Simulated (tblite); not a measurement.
Compound: C7H7ClN (doublet state).
Structure used (GFN2-xTB), in Å, numbered top down from 1:
```xyz
16
C7H7ClN angstrom
N      5.0944   -0.2669    1.1219
C      4.1119   -0.3231    0.5227
C      2.9288   -0.3902   -0.2036
C      1.7083   -0.0850    0.3480
C      0.5116   -0.1361   -0.3559
C     -0.7309    0.1883    0.2152
C     -1.9046    0.1621   -0.4628
C     -3.2079    0.4793    0.1493
Cl    -4.1444   -1.0611    0.3598
H      3.0108   -0.6920   -1.2393
H      1.6782    0.2132    1.3890
H      0.5309   -0.4381   -1.3946
H     -0.7349    0.4873    1.2561
H     -1.9226   -0.1520   -1.4969
H     -3.8272    1.1078   -0.4898
H     -3.1099    0.9154    1.1420
```

Level: GFN2-xTB in tblite, geometry and Hessian alike; calculated harmonic values, unscaled, isolated species. This tight-binding method is rough: wavenumbers can miss measured ones by several per cent, in bad cases by 10 to 20. One conformer, not necessarily the lowest. Open shells enter through the occupations alone, without spin polarisation, and single modes of such species can be off by tens of per cent.

Harmonic wavenumbers (cm⁻¹): 30.0, 73.4, 85.0, 100.9, 179.4, 211.1, 255.8, 301.7, 343.1, 421.8, 464.2, 502.3, 582.8, 654.6, 740.7, 780.4, 805.0, 890.4, 943.6, 1002.4, 1047.7, 1076.9, 1116.3, 1163.1, 1191.2, 1211.2, 1238.2, 1245.2, 1268.1, 1288.6, 1419.8, 1439.0, 1445.2, 1575.9, 2308.5, 2978.3, 2997.4, 3052.8, 3053.5, 3062.1, 3072.5, 3082.3.

A = 7173, B = 327.3, C = 323.7 MHz; mass 140.027 u (most abundant isotopes); point group C1, symmetry number 1; spin multiplicity 2.

Question: Zero-point energy?

Answer: Half the sum of the wavenumbers: 25351 cm⁻¹ = 72.48 kcal/mol.

Question: What is S at 500 K and 1 bar for an ideal gas of classical rigid rotors and harmonic oscillators?

Answer: Translation 43.32, rotation 31.97, vibration 48.97, spin (R ln 2) 1.38: S = 125.6 cal/(mol K).

Question: And Cp and H(500 K) − H(0)?

Answer: Cp = 51.51 cal/(mol K), of which vibrations give 43.56 (their classical limit is 42 R = 83.5); H(500 K) − H(0) = 15.87 kcal/mol without the zero-point energy, 11.90 from vibrations.

Question: Blend soft modes into free rotors: weight 1/[1 + (100 cm⁻¹/ν̃)⁴] for the oscillator and the rest for a rotor with moment μB/(μ + B), μ = h/(8π²ν), B = 10⁻⁴⁴ kg m². What vibrational entropy results?

Answer: 44.18 cal/(mol K) in place of 48.97, which changes −T·S at 500 K by +2.40 kcal/mol.

Question: Which modes carry the vibrational entropy at 500 K?

Answer: 30.0 cm⁻¹: 6.86; 73.4 cm⁻¹: 5.08; 85.0 cm⁻¹: 4.79; 100.9 cm⁻¹: 4.45; 179.4 cm⁻¹: 3.32; 211.1 cm⁻¹: 3.01 cal/(mol K); the other 36 give 21.46 together.

Question: How do the functions run with temperature in this model?

Answer: 
```json
{"T (K)": "150", "S (cal/(mol K))": "82.8", "Cp (cal/(mol K))": "23.8", "H − H(0) (kcal/mol)": "2.45", "G − H(0) (kcal/mol)": "-9.97", "ln q(vib)": "3.70"}
{"T (K)": "250", "S (cal/(mol K))": "97.0", "Cp (cal/(mol K))": "32.3", "H − H(0) (kcal/mol)": "5.25", "G − H(0) (kcal/mol)": "-18.99", "ln q(vib)": "6.41"}
{"T (K)": "298.15", "S (cal/(mol K))": "103.0", "Cp (cal/(mol K))": "36.5", "H − H(0) (kcal/mol)": "6.91", "G − H(0) (kcal/mol)": "-23.80", "ln q(vib)": "7.67"}
{"T (K)": "400", "S (cal/(mol K))": "114.9", "Cp (cal/(mol K))": "44.7", "H − H(0) (kcal/mol)": "11.05", "G − H(0) (kcal/mol)": "-34.91", "ln q(vib)": "10.23"}
{"T (K)": "600", "S (cal/(mol K))": "135.5", "Cp (cal/(mol K))": "57.1", "H − H(0) (kcal/mol)": "21.31", "G − H(0) (kcal/mol)": "-60.01", "ln q(vib)": "15.02"}
{"T (K)": "900", "S (cal/(mol K))": "161.0", "Cp (cal/(mol K))": "68.5", "H − H(0) (kcal/mol)": "40.30", "G − H(0) (kcal/mol)": "-104.64", "ln q(vib)": "21.58"}
```

q(vib) and H(0) count from the zero-point level.

Question: What must be added to the electronic energy to get the Gibbs energy at 500 K and 1 bar?

Answer: ZPE + [H(500 K) − H(0)] − T·S = 72.48 + 15.87 − 62.82 = 25.53 kcal/mol.

Hindered rotation and anharmonicity are outside this model. Other conformers, if any are populated, would add a mixing term that is left out. The structure is chiral; the term R ln 2 for an equal mix with its mirror image is left out.
